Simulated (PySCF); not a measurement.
2-phenylthiophene, C₁₀H₈S.
Geometry (PBE0-D3(BJ)/def2-SVP, Å), atoms numbered from 1 in this order:
```xyz
19
C10H8S angstrom
C     -3.1126    0.2544   -0.0599
C     -2.3833    0.9367    0.9122
C     -0.9949    0.8565    0.9343
C     -0.2971    0.0920   -0.0147
C      1.1650    0.0020    0.0019
C      2.0002   -0.6960   -0.8455
C      3.3759   -0.5535   -0.5280
C      3.5816    0.2530    0.5605
S      2.1024    0.8389    1.1989
C     -1.0468   -0.5897   -0.9880
C     -2.4346   -0.5093   -1.0098
H     -4.2029    0.3169   -0.0779
H     -2.8995    1.5392    1.6633
H     -0.4410    1.3991    1.7051
H      1.6366   -1.2985   -1.6780
H      4.1840   -1.0300   -1.0844
H      4.5261    0.5356    1.0231
H     -0.5370   -1.1931   -1.7410
H     -2.9928   -1.0498   -1.7781
```

Level of theory: PBE0-D3(BJ)/def2-SVP geometry optimisation, gas phase in PySCF.

Masses are those of the commonest isotopes; rigid-rotor values at the optimised geometry. The values belong to one conformer with, in the numbering `[cH:1]1[cH:2][cH:3][c:4](-[c:5]2[cH:6][cH:7][cH:8][s:9]2)[cH:10][cH:11]1`, C3–C4–C5–C6 180°.

(1) What are A, B and C (cm⁻¹)?

(2) What kind of rotor is it?

(3) What does the inertial defect say?

(4) List the rotational levels J(Ka,Kc) to J = 4 (cm⁻¹).

(5) Which types of transition are allowed, and where do some lines up to J = 2 fall?

(6) Estimate the classical rotational partition function at 25 K, 50 K and 298.15 K.

Answers

(1) Ia = 180.60, Ib = 833.43, Ic = 1014.02 u·Å²; 505379 MHz·u·Å²/I gives 2798, 606.4 and 498.4 MHz, that is A = 0.09334, B = 0.02023, C = 0.01662 cm⁻¹.

(2) A near-prolate asymmetric top; Ray's κ = -0.906.

(3) Planar: Δ = Ic − Ia − Ib = 0.00 u·Å². For a rigid frame Δ = −2 Σ m c², so it vanishes when all atoms lie in the ab plane; here none is more than 0.01 Å from it.

(4) Above 0(0,0):
J = 1: 1(0,1) 0.0369, 1(1,1) 0.1100, 1(1,0) 0.1136
J = 2: 2(0,2) 0.1104, 2(1,2) 0.1801, 2(1,1) 0.1909, 2(2,1) 0.4102, 2(2,0) 0.4104
J = 3: 3(0,3) 0.2205, 3(1,3) 0.2851, 3(1,2) 0.3068, 3(2,2) 0.5208, 3(2,1) 0.5214, 3(3,1) 0.8954, 3(3,0) 0.8954
J = 4: 4(0,4) 0.3666, 4(1,4) 0.4251, 4(1,3) 0.4611, 4(2,3) 0.6681, 4(2,2) 0.6700, 4(3,2) 1.0431, 4(3,1) 1.0431, 4(4,1) 1.5673, 4(4,0) 1.5673

(5) The dipole components are |μa| = 0.07 D, |μb| = 0.48 D, |μc| = 0.00 D; the mirror of this Cs structure is the ab plane, so μc vanishes by symmetry and there are no c-type lines. Intensities carry the squares of the components, which stand as 0.02 : 1.00 (a : b). Some lines, for components of 0.1 D or more:

```tsv
type	branch	J(Ka,Kc)	MHz	lower level (cm⁻¹)
b	Q	1(1,0) ← 1(0,1)	2300	0.037
b	Q	2(1,1) ← 2(0,2)	2412	0.110
b	R	1(1,1) ← 0(0,0)	3297	0.000
b	R	2(1,2) ← 1(0,1)	4294	0.037
b	Q	2(2,0) ← 2(1,1)	6580	0.191
b	Q	2(2,1) ← 2(1,2)	6900	0.180
b	R	2(2,1) ← 1(1,0)	8893	0.114
b	R	2(2,0) ← 1(1,1)	9005	0.110
```

(6) Point group Cs, symmetry number σ = 1; q = (√π/σ)·√((kT/h)³/(ABC)), k/h = 20836.6 MHz/K: 22900 at 25 K, 64800 at 50 K, 944000 at 298.15 K.

Whether it is a minimum is left open (no frequencies). These are rigid-rotor constants of the computed structure; measured ground-state constants (B0) also hold zero-point vibration.

The run took 1.7 min of wall time on Arm Neoverse V1, one thread, shared host, and the process peaked at 0.92 GiB of memory. That covers the optimisation of the geometry.
